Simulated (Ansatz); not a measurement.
Geometry optimisation, Ansatz 0.2.0, RKS B3LYP-D4/def2-mTZVP.

Input:

```yaml
crystal:
  periodic: [false, false, false]
  atoms:
    - { symbol: Sn, position_ang: [-1.053293, 1.126226, 0.734384] }
    - { symbol: C, position_ang: [-0.088374, 0.038279, -0.864131] }
    - { symbol: C, position_ang: [0.088726, -1.456165, -0.582662] }
    - { symbol: H, position_ang: [-2.750564, 1.017952, 0.467043] }
    - { symbol: H, position_ang: [-0.595883, 2.779763, 0.721694] }
    - { symbol: H, position_ang: [-0.691433, 0.420072, 2.253861] }
    - { symbol: H, position_ang: [1.979789, 0.281931, 0.27712] }
    - { symbol: Cl, position_ang: [2.569927, 0.649513, 1.393247] }
    - { symbol: H, position_ang: [0.862662, 0.516758, -1.121595] }
    - { symbol: H, position_ang: [-0.711259, 0.180984, -1.751159] }
    - { symbol: H, position_ang: [0.556753, -1.971712, -1.425356] }
    - { symbol: H, position_ang: [0.706141, -1.643977, 0.298703] }
    - { symbol: H, position_ang: [-0.873092, -1.939724, -0.401249] }
basis:
  gaussian: { orbitals: def2-mTZVP }
hamiltonian:
  xc: b3lyp
  dispersion: d4
relax:
  f_tol: 0.03
  max_steps: 50
```

Command:

```bash
$ ansatz run input.yaml --threads 4 --pin off --max-ram 5120MiB --backend cpu --events-out ev --progress --plain --runs-dir out
```

Question: Where does it end, and by what steps?

Answer: It converged. The force dipped under the threshold on the way, but the program's further checks kept it going. After 21 steps the energy has fallen by 0.073 eV; H7 moved furthest, 0.94 Å.

```json
{"step": "0", "energy less start (eV)": "0.0000", "largest force component (eV/Å)": "0.435", "accepted": "yes"}
{"step": "1", "energy less start (eV)": "-0.0431", "largest force component (eV/Å)": "0.198", "accepted": "yes"}
{"step": "2", "energy less start (eV)": "-0.0524", "largest force component (eV/Å)": "0.166", "accepted": "yes"}
{"step": "3", "energy less start (eV)": "-0.0572", "largest force component (eV/Å)": "0.304", "accepted": "yes"}
{"step": "4", "energy less start (eV)": "-0.0611", "largest force component (eV/Å)": "0.120", "accepted": "yes"}
{"step": "5", "energy less start (eV)": "-0.0640", "largest force component (eV/Å)": "0.085", "accepted": "yes"}
{"step": "6", "energy less start (eV)": "-0.0607", "largest force component (eV/Å)": "0.462", "accepted": "no"}
{"step": "7", "energy less start (eV)": "-0.0667", "largest force component (eV/Å)": "0.024", "accepted": "yes"}
{"step": "8", "energy less start (eV)": "-0.0661", "largest force component (eV/Å)": "0.277", "accepted": "no"}
{"step": "9", "energy less start (eV)": "-0.0675", "largest force component (eV/Å)": "0.053", "accepted": "yes"}
{"step": "10", "energy less start (eV)": "-0.0682", "largest force component (eV/Å)": "0.084", "accepted": "yes"}
{"step": "11", "energy less start (eV)": "-0.0687", "largest force component (eV/Å)": "0.140", "accepted": "yes"}
{"step": "12", "energy less start (eV)": "-0.0690", "largest force component (eV/Å)": "0.190", "accepted": "yes"}
{"step": "13", "energy less start (eV)": "-0.0710", "largest force component (eV/Å)": "0.011", "accepted": "yes"}
{"step": "14", "energy less start (eV)": "-0.0708", "largest force component (eV/Å)": "0.147", "accepted": "no"}
{"step": "15", "energy less start (eV)": "-0.0714", "largest force component (eV/Å)": "0.038", "accepted": "yes"}
{"step": "16", "energy less start (eV)": "-0.0710", "largest force component (eV/Å)": "0.243", "accepted": "no"}
{"step": "17", "energy less start (eV)": "-0.0718", "largest force component (eV/Å)": "0.017", "accepted": "yes"}
{"step": "18", "energy less start (eV)": "-0.0722", "largest force component (eV/Å)": "0.079", "accepted": "yes"}
{"step": "19", "energy less start (eV)": "-0.0724", "largest force component (eV/Å)": "0.127", "accepted": "yes"}
{"step": "20", "energy less start (eV)": "-0.0728", "largest force component (eV/Å)": "0.059", "accepted": "yes"}
{"step": "21", "energy less start (eV)": "-0.0731", "largest force component (eV/Å)": "0.010", "accepted": "yes"}
```

```xyz
13
Properties=species:S:1:pos:R:3
Sn -1.195 1.132 0.711
C -0.180 0.078 -0.903
C 0.056 -1.403 -0.611
H -2.899 0.948 0.547
H -0.830 2.810 0.689
H -0.722 0.457 2.219
H 2.601 -0.304 0.680
Cl 2.839 0.879 1.158
H 0.761 0.598 -1.084
H -0.782 0.198 -1.805
H 0.599 -1.891 -1.426
H 0.633 -1.555 0.306
H -0.882 -1.947 -0.481
```

Time of the run: 94 s on 4 threads of Arm Neoverse N1, with other jobs on the host, peak memory 0.33 GiB.
